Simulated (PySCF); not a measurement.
PySCF 2.14 output of an unrestricted r2SCAN calculation on a single atom or ion in aug-cc-pwCVQZ-PP with ECP60MDF (9s9p8d5f4g3h, 180 functions), with scalar relativity through the core potential:

```
SCF conv_tol = 1e-09
number electrons alpha = 8  beta = 5
    J. W. Furness, A. D. Kaplan, J. Ning, J. P. Perdew, and J. Sun.,  J. Phys. Chem. Lett. 11, 8208-8215 (2020)
    J. W. Furness, A. D. Kaplan, J. Ning, J. P. Perdew, and J. Sun.,  J. Phys. Chem. Lett. 11, 9248-9248 (2020)
    J. W. Furness, A. D. Kaplan, J. Ning, J. P. Perdew, and J. Sun.,  J. Phys. Chem. Lett. 11, 8208-8215 (2020)
    J. W. Furness, A. D. Kaplan, J. Ning, J. P. Perdew, and J. Sun.,  J. Phys. Chem. Lett. 11, 9248-9248 (2020)
cycle= 1 E= -57.3159837892274  delta_E= -0.00766  |g|= 0.0179  |ddm|= 0.585
cycle= 2 E= -57.3161246327396  delta_E= -0.000141  |g|= 0.0101  |ddm|= 0.0527
cycle= 3 E= -57.3161746746716  delta_E= -5e-05  |g|= 0.0022  |ddm|= 0.0145
cycle= 4 E= -57.3161789185463  delta_E= -4.24e-06  |g|= 0.000261  |ddm|= 0.00801
cycle= 5 E= -57.3161790887339  delta_E= -1.7e-07  |g|= 4.9e-05  |ddm|= 0.00194
cycle= 6 E= -57.3161790929761  delta_E= -4.24e-09  |g|= 5.52e-06  |ddm|= 0.000261
cycle= 7 E= -57.3161790930556  delta_E= -7.95e-11  |g|= 1.07e-06  |ddm|= 0.000117
converged SCF energy = -57.3161790930556  <S^2> = 3.7749262  2S+1 = 4.0124438
```

The run itself started from symmetry-adapted Hartree-Fock orbitals and held the occupation by maximum overlap, on a logarithmic radial grid, so the iterations belong to that start.

Task: Which element, charge and spin multiplicity is this?

Result: Ta (tantalum, neutral), multiplicity 4; the state was [Xe] 4f14 5d3 6s2, high-spin 4F determinant.

Energies and moments cover only the electrons outside the core potential. Spin-orbit coupling, absent here, splits the open shell strongly.
